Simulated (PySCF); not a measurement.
# One molecule, several mistakes: AlBH2OSi

All numbers below are calculated, not measured. They come from PySCF 2.14.0, an open-source quantum chemistry program, on an isolated molecule that a program drew, which may never have been made. The molecule is AlBH2OSi (charge 0, singlet), drawn as the SMILES string `[O]=[Al][BH][SiH]`.

Each row is a Hartree-Fock (HF) and frozen-core CCSD(T) single point in the cc-pV(D+d)Z basis, meant for a local HF minimum. Run 1 is clean. Each other run has one planted mistake out of seven kinds, and not every kind appears here: one electron removed, one electron added, multiplicity raised by two, geometry at a saddle point, minimal basis STO-3G, one bond length entered in bohr, all coordinates scaled. The reference is restricted for singlets and unrestricted otherwise, and also for a bond in bohr. Adding or removing an electron swaps singlet and doublet. Electrons count all cores. HOMO and LUMO are orbital energies over both spins, the gradient is its largest component, and the lowest frequency (negative if imaginary) is given only where the gradient is small. Bond lengths are over the 5 bonds as drawn. T1 is the CCSD diagnostic: over 0.02 (restricted) or 0.045 (unrestricted) a single reference is doubtful.

Geometry of the clean run:
```xyz
6
AlBH2OSi, angstrom
O     0.0878    1.1477    1.4334
Al   -0.8304    0.6788    0.2435
B    -2.0313   -0.0440   -1.3779
Si   -1.6054   -1.7254   -2.3484
H    -2.9811    0.6355   -1.6621
H    -2.4370   -2.4647   -1.3103
```

```
run  electrons  basis functions  <S^2>  HOMO (eV)  LUMO (eV)  gradient (hartree/bohr)  lowest frequency (cm^-1)  mean bond (Å)  longest bond (Å)      T1  HF (hartree)  CCSD(T) (hartree)                          mistake
  1         42               84  0.000      -9.58      -0.29                  2.9e-05                        79         1.6858             2.143  0.0340    -631.45473         -631.92317                         no fault
  2         42               84  1.992      -7.70       0.40                  1.1e-02                         -         1.9659             2.975  0.0804    -631.33313         -631.73452  one bond length entered in bohr
  3         42               30  0.000      -5.57       5.72                  2.8e-02                         -         1.6858             2.143  0.0418    -623.81125         -624.04403             minimal basis STO-3G
  4         41               84  0.798     -14.28      -7.55                  2.2e-02                         -         1.6858             2.143  0.0576    -631.14154         -631.58982                                ?
```

**Which mistake was planted in run 4, and what did it cost?**

It counts 41 electrons, one fewer than the clean run, at the same geometry and basis. So the mistake is: one electron removed. Subtracting run 1 and multiplying by 627.51 kcal/mol a hartree, the energy moved by 196.5 kcal/mol in HF and 209.2 kcal/mol in CCSD(T).

Cautions from the logs. Run 1: T1 is over the limit, so its CCSD(T) energy is less reliable; run 2: T1 is over the limit, so its CCSD(T) energy is less reliable; run 3: T1 is over the limit, so its CCSD(T) energy is less reliable; run 4: T1 is over the limit, so its CCSD(T) energy is less reliable.
